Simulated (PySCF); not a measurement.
## OsH2, triplet: data card

Level of theory: UPBE0 in PySCF with Os def2-TZVP with ECP60, H def2-TZVP; scalar-relativistic core potentials, no spin–orbit coupling; density-fitted integrals.

The structure is a minimum.

```xyz
3
charge 0 multiplicity 3, angstrom
Os    0.0000    0.0000   -0.0118
H     1.0814    0.0000    1.1418
H    -1.0814    0.0000    1.1418
```

```json
{"Point group": "C2v", "Bond lengths": "Os–H 1.581 Å (×2)", "Bond angles": "H–Os–H 86.3°", "Principal polarisabilities": "38.4, 39.5, 44.2 bohr³", "Heat capacity Cp at 298.15 K": "38.2 J/(mol K)", "Rotational constants": "7.151, 6.35, 3.363 cm⁻¹", "Spin squared ⟨S²⟩": "2.011", "Principal quadrupole moments (Buckingham, traceless) about the centre of mass": "-1.02, 0.30, 0.72 D Å", "Enthalpy at 298.15 K above 0 K": "10.44 kJ/mol", "Rotational symmetry number": "2", "Highest occupied level (β)": "-5.59 eV", "Dipole moment": "2.21 D", "Atomisation energy without zero-point energy": "554 kJ/mol", "Lowest empty level (β)": "-2.30 eV", "Zero-point energy": "30.3 kJ/mol", "Entropy at 298.15 K and 1 bar (electronic part: spin only)": "243.2 J/(mol K)"}
```

Harmonic modes (masses in u: Os 191.961, H 1.008):
| symmetry | ω (cm⁻¹) | IR (km/mol) | μ (u) |
| --- | --- | --- | --- |
| a1 | 535 | 27.6 | 1.01 |
| b2 | 2243 | 68.5 | 1.01 |
| a1 | 2289 | 27.5 | 1.01 |

In C2v the vibrations span 2a1 + b2. Here b1 is antisymmetric to the molecular plane and b2 lies in it.

Charges (e):
```json
{"atom": "Os1", "Mulliken": "0.03", "Löwdin": "0.10", "polar tensor": "0.40", "spin (Mulliken)": "2.14", "Mayer order to Os1": "–"}
{"atom": "H2,3", "Mulliken": "-0.02", "Löwdin": "-0.05", "polar tensor": "-0.20", "spin (Mulliken)": "-0.07", "Mayer order to Os1": "1.01"}
```

Mulliken populations on Os1 (electrons outside its core potential): s 2.89, p 6.07, d 7.00, f 0.01.

Outer orbital energies (eV). α occupied: -9.87, -9.50, -7.39, -7.08, -6.52, -6.39; empty: -1.61, -1.57, -0.50, 2.77. β occupied: -9.70, -9.18, -5.77, -5.59; empty: -2.30, -2.01, -1.26, -1.08.

Formally Os is in oxidation state +2, d6, with 2 unpaired electrons (the high-spin count would be 4). The Mulliken spin on Os is 2.14. The polar-tensor charge on Os, 0.40, is far below the formal one.

Only a few start shapes were tried, so a lower isomer may exist. Open d and f shells are described by one determinant, and the ground state may have another occupation or spin. No spin–orbit coupling is included, which matters more the heavier the element.

The final relaxation and frequency run took 12 s on 2 threads of a shared Intel Xeon 6975P-C (Granite Rapids) host, with 52 basis functions and 8 gradients; the process peaked at 0.59 GiB. Launch command: `OMP_NUM_THREADS=2 python axn.py task.json out`.
